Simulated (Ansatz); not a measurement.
A CCSD(T) single point on FH₂MoNOS (`[NH2][Mo](=[O])([F])=[S]`).

```yaml
crystal:
  periodic: [false, false, false]
  atoms:
    - {symbol: N, position_ang: [-0.690789, 0.750148, 0.579890]}
    - {symbol: Mo, position_ang: [0.412864, -0.540229, -0.285468]}
    - {symbol: O, position_ang: [1.796165, -0.707267, 0.629748]}
    - {symbol: F, position_ang: [-0.471741, -2.158538, -0.412231]}
    - {symbol: S, position_ang: [0.874324, 0.189721, -2.209343]}
    - {symbol: H, position_ang: [-0.568281, 0.994247, 1.552654]}
    - {symbol: H, position_ang: [-1.291343, 1.403919, 0.099150]}
basis:
  gaussian: {orbitals: def2-TZVPP}
correlation: {method: ccsd_t}
output: {orbitals: {seedname: orbitals}}
```

```sh
$ ansatz run in.yaml --threads 4 --pin off --events-out ev --progress --plain --max-ram 10444MiB
```

Output of Ansatz, abridged:

```
Functional definition: HF
1397 factors; integrals over basis functions are off by at most 9.7e-4 eV
mean field evaluation 1: about -18905.9890 eV, gradient 7.6e1 eV
mean field evaluation 2: about -18906.3067 eV, gradient 7.6e1 eV
mean field evaluation 4: about -18916.5029 eV, gradient 1.2e1 eV
mean field evaluation 8: about -18916.8121 eV, gradient 1.3e0 eV
mean field evaluation 16: about -18916.8201 eV, gradient 2.5e-6 eV
mean field -18916.82014544 eV, -695.1803180639 hartree, gradient 2.9e-6 eV, S^2 0.000000; 1 other end points of the search recorded, 0 dependent functions left out; unrestricted orbitals would lower it
8 core orbitals not correlated: weight in the atoms' cores, before any rotation towards them, 1.000 or more for the frozen orbitals, at most 0.000 for the correlated occupied ones
reference -18916.82014544 eV, -695.1803180639 hartree; 20, 20 occupied and 191, 191 virtual orbitals, 1397 factors
second order -40.90383046 eV of doubles, -0.00000000 eV of singles
cycle   1  -35.97595881 eV  change     4.9e0 eV  update   3.6e-1
cycle   2  -38.35457983 eV  change    -2.4e0 eV  update   2.9e-1
cycle   3  -38.78861681 eV  change   -4.3e-1 eV  update   4.9e-2
cycle   4  -38.82507557 eV  change   -3.6e-2 eV  update   2.6e-2
cycle   5  -38.79437859 eV  change    3.1e-2 eV  update   7.5e-3
cycle   6  -38.79414697 eV  change    2.3e-4 eV  update   3.5e-3
cycle   7  -38.79518913 eV  change   -1.0e-3 eV  update   1.5e-3
cycle   8  -38.79417918 eV  change    1.0e-3 eV  update   8.8e-4
cycle   9  -38.79397943 eV  change    2.0e-4 eV  update   3.9e-4
cycle  10  -38.79461924 eV  change   -6.4e-4 eV  update   2.0e-4
cycle  11  -38.79465786 eV  change   -3.9e-5 eV  update   1.0e-4
cycle  12  -38.79439230 eV  change    2.7e-4 eV  update   6.2e-5
cycle  13  -38.79454403 eV  change   -1.5e-4 eV  update   3.1e-5
cycle  14  -38.79447938 eV  change    6.5e-5 eV  update   1.7e-5
cycle  15  -38.79446915 eV  change    1.0e-5 eV  update   8.5e-6
perturbative correction -2.44581476 eV, -0.0898820347 hartree
Total energy: -18958.06042936 eV, -696.6958705440 hartree
```

It took 3.5 min on 4 threads of an Arm Neoverse V1 on a shared host, with 4 GiB of host memory at the peak.

The correlation energy is -41.240 eV, 5.9 % of it from (T); the T1 diagnostic reads 0.0246.
